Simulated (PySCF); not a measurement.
B(H)(Me)(SH) (CH5BS), SMILES CBS. Atoms are numbered in the order given.

```xyz
8

B     -0.6208    -0.4617     0.0000
H     -1.8158    -0.4816     0.0000
C      0.2223    -1.7718     0.0000
H     -0.0464    -2.3802    -0.8713
H     -0.0464    -2.3802     0.8713
H      1.3041    -1.6274     0.0000
S      0.2033     1.1183     0.0000
H     -0.8772     1.9158     0.0000
```

Coordinates come from a PBE0-D3(BJ)/def2-TZVP optimisation. One conformer was computed; it need not be the lowest.

The numbers are results of r2SCAN/def2-TZVPD (PySCF), not measurements.

Gas-phase values at a fixed geometry.

* **total energy**: -464.14747 hartree
* **point group**: Cs
* **highest occupied level**: -7.20 eV
* **lowest empty level**: -1.41 eV
* **orbital gap**: 5.79 eV
* **dipole moment**: 0.54 D
* **quadrupole, principal values (traceless, Buckingham form, about the centre of nuclear charge)**: -2.64, -1.36, 4.00 D·Å
* **mean static polarisability**: 50.9 bohr³ (7.54 Å³)
* **polarisability, principal values**: 41.0, 47.3, 64.3 bohr³
